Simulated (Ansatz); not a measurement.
S$_{2}$ (SMILES S=S), triplet, geometry from GFN2-xTB, with bond 1-2 at 1.4 times its length; CASSCF(6,5)/cc-pVDZ in Ansatz (a program for electronic structure).

Ansatz was given this input:
Ansatz 0.2 input:
```yaml
crystal:
  periodic: [false, false, false]
  atoms:
    - {symbol: S, position_ang: [0.00000000, 0.00000000, -1.71003775]}
    - {symbol: S, position_ang: [0.00000000, 0.00000000, 0.95002097]}
basis:
  gaussian:
    orbitals: cc-pVDZ
hamiltonian:
  xc: hf
correlation: {active_space: {window: {electrons: 6, orbitals: 5}}}
magnetization: {spin_polarized: false, initial_magnetization: 2}
```

Question: Write the output that Ansatz gives for this input, abridged.

Answer: 
```
Functional definition: HF
388 factors; integrals over basis functions are off by at most 1.1e-3 eV
mean field evaluation 1: about -21630.0778 eV, gradient 5.2e0 eV
mean field evaluation 2: about -21630.0839 eV, gradient 5.1e0 eV
mean field evaluation 4: about -21630.2448 eV, gradient 5.1e-1 eV
mean field evaluation 8: about -21630.2456 eV, gradient 4.8e-3 eV
mean field evaluation 16: about -21630.2456 eV, gradient 4.4e-5 eV
mean field evaluation 32: about -21630.2456 eV, gradient 1.6e-4 eV
mean field evaluation 64: about -21631.7204 eV, gradient 1.9e-6 eV
mean field evaluation 96: about -21629.5359 eV, gradient 7.5e-1 eV
mean field evaluation 128: about -21631.8827 eV, gradient 5.8e-1 eV
mean field evaluation 160: about -21630.4880 eV, gradient 8.5e-1 eV
mean field evaluation 192: about -21631.7200 eV, gradient 2.2e-1 eV
mean field -21631.91756989 eV, -794.9583080531 hartree, gradient 1.9e-6 eV, S^2 2.000000; 18 other end points of the search recorded, 0 dependent functions left out
reference -21631.91756989 eV, -794.9583080531 hartree; 17, 15 occupied and 19, 21 virtual orbitals, 388 factors
state -21633.26959931 eV, -795.0079942179 hartree
Total energy: -21633.26959931 eV, -795.0079942179 hartree
```
